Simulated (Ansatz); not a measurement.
Start from `NC[SiH2]S[SiH3]` and change one atom or group to get `NC[SiH2]S`.

Ansatz, PBE0-D4/def2-TZVP geometries, multiplicity 1. Each molecule was computed in one conformer, which needn't be the lowest.

```csv
property,`NC[SiH2]S[SiH3]`
size of the dipole moment (B3LYP/def2-TZVPP) / D,0.78
LUMO energy (B3LYP/def2-TZVPP) / eV,-0.29
LUMO energy (PBE0/def2-TZVPP) / eV,-0.10
LUMO energy (ωB97M-V/def2-TZVPP) / eV,1.60
size of the dipole moment (ωB97M-V/def2-TZVPP) / D,0.81
HOMO–LUMO gap (PBE0/def2-TZVPP) / eV,6.58
```

Problem. What does the change do to each property? (Best estimate.)

Solution. Computed: 
| property | `NC[SiH2]S` | shift |
| --- | --- | --- |
| size of the dipole moment (B3LYP/def2-TZVPP) / D | 2.47 | 1.69 |
| LUMO energy (B3LYP/def2-TZVPP) / eV | 0.11 | 0.40 |
| LUMO energy (PBE0/def2-TZVPP) / eV | 0.40 | 0.50 |
| LUMO energy (ωB97M-V/def2-TZVPP) / eV | 2.02 | 0.42 |
| size of the dipole moment (ωB97M-V/def2-TZVPP) / D | 2.47 | 1.66 |
| HOMO–LUMO gap (PBE0/def2-TZVPP) / eV | 7.40 | 0.82 |

With PBE0 the HOMO falls by 0.32 eV and the LUMO rises by 0.50 eV, so the gap widens by about 0.82 eV. PBE moves the HOMO by -0.24 eV and ωB97M-V by -0.34 eV. Dipoles are sizes alone; their direction can turn.

B3LYP here is the variant with VWN-RPA as its local correlation; programs differ in this.
